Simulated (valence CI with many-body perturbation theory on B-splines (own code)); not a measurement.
**Te XXXIX: key properties**

Computed by relativistic CI+MBPT: four valence electrons over a frozen Dirac-Fock core [Ne], a basis of 11 s, 11 p, 10 d, 8 f, 5 g, 2 h functions for each j, with the one-electron correlation potential Σ1 (screened to all orders), the two-electron term Σ2, the three-electron term Σ3, Breit, model QED; selected single and double excitations, second order for the rest, scaled by the run's own slope (own B-spline code, finite nucleus).

No measured spectrum was set against this ion. As an estimate, large intervals hold to a few tenths of a per cent, small ones and those within an open d or f shell to about a per cent. Among the levels kept, up to 690 cm⁻¹ of a level comes from second order outside the variational space, and about a tenth of that is noise between levels of different J, which matters for small intervals.

Levels are named by their leading jj configuration (3d3/2^4 stands for four electrons in 3d with j = 3/2), which in mixed levels can hold well under half, so a name can repeat and another be missing.

Rates and lifetimes use the calculated energies. Strong lines usually hold to 10 to 20 %, long lifetimes can be off by a factor of two.

What is the ground level?

(3s^2 3p1/2^2) J=0, composition 73 % 3s²3p² ³P + 26 % 3s²3p² ¹S.

How well does LS coupling describe the low levels?

Among the lowest 20 levels the leading LS term, summed over configurations, holds 62 % on average. For single configurations the figures are 56 % in LS and 81 % in jj coupling. Terms mix most in the J = 2 level at 17.236 Ry, where the leading one holds 36 %.

Where does the other parity begin?

At (3s 3p1/2^2 3p3/2) J=2, 11.538 Ry.

Among levels below 44.347 Ry, which E1 lines absorb most strongly from the ground level?

to (3s^2 3p1/2 3d3/2) J=1 at 5.493 nm, f = 0.642; to (3s 3p1/2^2 3p3/2) J=1 at 7.046 nm, f = 0.145; to (3s 3p1/2 3p3/2^2) J=1 at 5.085 nm, f = 0.0283.

Name the longest-lived excited levels whose lifetime is computed, and their main decay.

(3s^2 3p1/2 3p3/2) J=2 at 4.935 Ry lives 159 μs, mostly by E2 to (3s^2 3p1/2^2) J=0; (3s^2 3p3/2 3d5/2) J=4 at 20.989 Ry lives 745 ns, mostly by M1 to (3s^2 3p1/2 3d5/2) J=3; (3s^2 3p1/2 3p3/2) J=1 at 4.488 Ry lives 634 ns, mostly by M1 to (3s^2 3p1/2^2) J=0.

What is the ionisation energy?

2702 eV; NIST lists 2700 ± 4 eV (theoretical).
